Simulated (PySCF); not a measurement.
Vertical excitations of a molecule C4H12O2Si from TDA-CAM-B3LYP/def2-SVPD (PySCF), as energy in eV (oscillator strength): 7.34 (0.011), 7.71 (0.002), 8.15 (0.003), 8.21 (0.059), 8.29 (0.003), 8.37 (0.025). Lowest triplet (TDA): 7.18 eV. Geometry optimised at B3LYP-D3(BJ)/def2-SVP. Other conformers were not sampled.

### Question
Pick the molecule that these values belong to.
A. CCC[Si](C)(O)O
B. CO[Si](C)(C)OC
C. CO[C@H](C)[Si@@H](C)O
D. CC[C@@](O)([SiH3])CO

### Answer
B, CO[Si](C)(C)OC
